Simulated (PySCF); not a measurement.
Planning calculations on `CCC[O][GaH2]` (14 atoms, 66 electrons) with PySCF and density fitting; every job is of one kind: TDDFT. Hardware: one thread, Arm Neoverse V1 (aarch64), no GPU (shared host). Times on a shared machine are rough. SCF iterations of a TDDFT job count the ground state alone. Geometry: PBE0-D3(BJ)/def2-SVP.

C₃H₉GaO.
Z-matrix (Å and degrees, PBE0-D3(BJ)/def2-SVP geometry), rows numbered from 1:
```
C 
C   1  1.5194
C   2  1.5213  1  113.43
O   3  1.4003  2  111.77  1    57.64
Ga  4  1.7851  3  125.50  2   103.09
H   1  1.1021  2  111.10  3    62.46
H   1  1.0997  2  110.59  3   -56.75
H   1  1.1005  2  111.57  3  -177.35
H   2  1.1054  1  109.94  3   121.47
H   2  1.1040  1  110.42  3  -121.72
H   3  1.1092  2  109.08  1  -178.19
H   3  1.1071  2  109.20  1   -61.99
H   5  1.5670  4  115.98  3     3.73
H   5  1.5570  4  113.61  3  -176.78
```

```
                job  basis functions     grid  SCF iterations                                        other work
   PBE0/aug-cc-pVDZ              209  level 2              12           10 singlets, 4 triplets, polarisability
     PBE0/def2-SVPD              193  level 2              12  10 singlets, 4 triplets, polarisability, ion SCF
     PBE0/def2-TZVP              226  level 2              12           10 singlets, 4 triplets, polarisability
  wB97X-D/def2-SVPD              193  level 2              12  10 singlets, 4 triplets, polarisability, ion SCF
      PBE0/def2-SVP              133  level 2              12           10 singlets, 4 triplets, polarisability
    B3LYP/def2-SVPD              193  level 2              12  10 singlets, 4 triplets, polarisability, ion SCF
CAM-B3LYP/def2-SVPD              193  level 2              11  10 singlets, 4 triplets, polarisability, ion SCF
  LC-wPBE/def2-SVPD              193  level 2              12  10 singlets, 4 triplets, polarisability, ion SCF
BHandHLYP/def2-SVPD              193  level 2              11  10 singlets, 4 triplets, polarisability, ion SCF
        PBE0/6-31G*              106  level 2              12           10 singlets, 4 triplets, polarisability
```

(1) Sort the jobs into tiers of rough cost, cheapest first; a new tier starts where the time jumps by half or more.

(2) What do these jobs cost together, and what share goes to the dearest?

(3) How much memory did the process hold at its peak in each job?

Results:

(1) 
- about 11 to 15 core-seconds: PBE0/6-31G*; PBE0/def2-SVP
- about 30 core-seconds: PBE0/aug-cc-pVDZ; PBE0/def2-TZVP
- about 140 to 210 core-seconds: BHandHLYP/def2-SVPD; PBE0/def2-SVPD; wB97X-D/def2-SVPD; B3LYP/def2-SVPD; CAM-B3LYP/def2-SVPD; LC-wPBE/def2-SVPD

Within a tier the order means little. Dearest over cheapest: a factor of about 19.

(2) About 18 core-minutes, of which LC-wPBE/def2-SVPD takes about 20 %.

(3) PBE0/6-31G*: 0.60 GiB; PBE0/def2-SVP: 0.68 GiB; BHandHLYP/def2-SVPD: 0.86 GiB; PBE0/def2-SVPD: 0.86 GiB; B3LYP/def2-SVPD: 0.86 GiB; PBE0/aug-cc-pVDZ: 0.92 GiB; LC-wPBE/def2-SVPD: 0.92 GiB; wB97X-D/def2-SVPD: 0.94 GiB; PBE0/def2-TZVP: 0.98 GiB; CAM-B3LYP/def2-SVPD: 1.0 GiB.
